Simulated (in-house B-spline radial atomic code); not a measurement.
The outermost shell (largest non-relativistic mean radius) with and without relativity; Dirac values are averaged over j. Computed with a radial B-spline atomic code at the basis-set limit: non-relativistic Hartree-Fock and Dirac-Hartree-Fock, averages of the configuration (point nuclei without relativity, finite nuclei with it).

```
 ion      configuration  outermost shell  radius non-relativistic (bohr)  radius Dirac (bohr)  radius change (%)  level non-relativistic (eV)  level Dirac (eV)  spin-orbit splitting (eV)
In2+      [Kr] 4d10 5s1               5s                          2.5123               2.4198            -3.6847                      -25.657           -26.755                          -
Sn2+      [Kr] 4d10 5s2               5s                          2.3674               2.2828             -3.572                      -27.651           -28.791                          -
Sb2+  [Kr] 4d10 5s2 5p1               5p                           2.559               2.5312            -1.0872                      -24.102            -24.23                    0.81526
Te2+  [Kr] 4d10 5s2 5p2                ?                               ?                    ?                  ?                            ?                 ?                          ?
 I2+  [Kr] 4d10 5s2 5p3               5p                          2.2511               2.2259            -1.1199                      -28.759           -28.928                     1.3082
Xe2+  [Kr] 4d10 5s2 5p4               5p                          2.1285               2.1041            -1.1469                      -31.127           -31.321                     1.6035
Cs2+  [Kr] 4d10 5s2 5p5               5p                           2.021               1.9971            -1.1785                      -33.530           -33.753                     1.9342
Ba2+  [Kr] 4d10 5s2 5p6               5p                          1.9262               1.9028            -1.2135                      -35.971           -36.227                      2.303
La2+           [Xe] 5d1               5d                          2.5602               2.6225             2.4346                      -18.930           -18.317                    0.16692
Ce2+           [Xe] 4f2               5p                          1.8384               1.8054            -1.7908                      -37.918           -38.577                     2.7761
Pr2+           [Xe] 4f3                ?                               ?                    ?                  ?                            ?                 ?                          ?
Nd2+           [Xe] 4f4                ?                               ?                    ?                  ?                            ?                 ?                          ?
Pm2+           [Xe] 4f5               5p                          1.7357               1.6947            -2.3615                      -40.288           -41.338                     3.5231
Sm2+           [Xe] 4f6               5p                           1.706               1.6627            -2.5373                      -41.006           -42.182                     3.7923
Eu2+           [Xe] 4f7               5p                          1.6781               1.6326             -2.712                      -41.700           -43.005                     4.0739
Gd2+       [Xe] 4f7 5d1               5d                           2.339               2.3957             2.4236                      -19.837           -19.163                    0.23529
```

Q: Fill in the row of Te2+.

A: outermost shell: 5p; radius non-relativistic (bohr): 2.3927; radius Dirac (bohr): 2.3664; radius change (%): -1.0992; level non-relativistic (eV): -26.419; level Dirac (eV): -26.567; spin-orbit splitting (eV): 1.0462.

Q: Fill in the row of Pr2+.

A: outermost shell: 5p; radius non-relativistic (bohr): 1.8013; radius Dirac (bohr): 1.7654; radius change (%): -1.9945; level non-relativistic (eV): -38.755; level Dirac (eV): -39.552; spin-orbit splitting (eV): 3.0166.

Q: Fill in the row of Nd2+.

A: outermost shell: 5p; radius non-relativistic (bohr): 1.7673; radius Dirac (bohr): 1.7287; radius change (%): -2.182; level non-relativistic (eV): -39.541; level Dirac (eV): -40.466; spin-orbit splitting (eV): 3.265.

Q: Which member changes most?

A: Indium (In2+): its 5s shell contracts by 3.7 %.
